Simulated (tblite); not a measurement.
Species: C4H10O2SSi.
Structure used (GFN2-xTB), in Å, numbered top down from 1:
```xyz
18
C4H10O2SSi angstrom
C     -0.3234   -1.7967   -1.1333
C      0.3190   -0.4284   -1.0293
C     -0.6218    0.7135   -0.8152
O     -0.3081    1.8317   -1.1833
Si    -2.2649    0.4657    0.1532
S      1.4449   -0.4881    0.4933
C      2.2617    1.1403    0.2487
O      0.5733   -0.3572    1.6594
H      0.4360   -2.5571   -1.3061
H     -1.0373   -1.8287   -1.9542
H     -0.8450   -2.0355   -0.2090
H      1.0018   -0.2262   -1.8580
H     -3.1254   -0.3631   -0.6994
H     -2.8210    1.8051    0.3104
H     -1.9823   -0.1952    1.4181
H      3.0102    1.0183   -0.5265
H      1.5405    1.9011   -0.0339
H      2.7330    1.4067    1.1888
```

Level: GFN2-xTB in tblite, geometry and Hessian alike; calculated harmonic values, unscaled, isolated species. Against measured fundamentals such values can be off by several per cent, at times by over 20. Modes of hydrogen on silicon can be 10 to 20 % off. One conformer, not necessarily the lowest.

Harmonic wavenumbers (cm⁻¹): 55.9, 82.6, 107.2, 139.5, 148.3, 177.1, 203.4, 216.8, 260.0, 286.1, 349.0, 371.2, 419.7, 484.0, 546.1, 570.4, 640.7, 658.1, 681.3, 759.2, 764.0, 781.4, 884.9, 898.1, 955.7, 1000.7, 1093.8, 1124.7, 1142.0, 1159.1, 1284.9, 1296.4, 1407.8, 1433.9, 1443.8, 1483.1, 1485.5, 1674.8, 2231.2, 2315.8, 2347.7, 2954.6, 3023.9, 3031.2, 3039.4, 3040.2, 3062.0, 3070.3.

A = 1909, B = 1107, C = 1019 MHz; mass 150.017 u (most abundant isotopes); point group C1, symmetry number 1.

What is the zero-point energy?

½Σν̃ = 28294 cm⁻¹ = 80.90 kcal/mol.

Give the ideal-gas entropy at 200 K and 1 bar in the rigid-rotor, harmonic-oscillator model (classical rotation).

Translation 38.97, rotation 28.20, vibration 22.40: S = 89.6 cal/(mol K).

And Cp and H(200 K) − H(0)?

Cp = 33.20 cal/(mol K), of which vibrations give 25.25 (their classical limit is 48 R = 95.4); H(200 K) − H(0) = 4.14 kcal/mol without the zero-point energy, 2.55 from vibrations.

Which modes carry the vibrational entropy at 200 K?

55.9 cm⁻¹: 3.81; 82.6 cm⁻¹: 3.05; 107.2 cm⁻¹: 2.55; 139.5 cm⁻¹: 2.06; 148.3 cm⁻¹: 1.95; 177.1 cm⁻¹: 1.64 cal/(mol K); the other 42 give 7.34 together.

What must be added to the electronic energy to get the Gibbs energy at 200 K and 1 bar?

ZPE + [H(200 K) − H(0)] − T·S = 80.90 + 4.14 − 17.91 = 67.13 kcal/mol.

Blend soft modes into free rotors: weight 1/[1 + (100 cm⁻¹/ν̃)⁴] for the oscillator and the rest for a rotor with moment μB/(μ + B), μ = h/(8π²ν), B = 10⁻⁴⁴ kg m². What vibrational entropy results?

21.47 cal/(mol K) in place of 22.40, which changes −T·S at 200 K by +0.19 kcal/mol.

Hindered rotation and anharmonicity are outside this model. Other conformers, if any are populated, would add a mixing term that is left out. The structure is chiral; the term R ln 2 for an equal mix with its mirror image is left out.

Time: 0.62 s wall. Hardware: one thread of an Arm Neoverse V2, on a shared host. This covers the Hessian and the dipole derivatives.
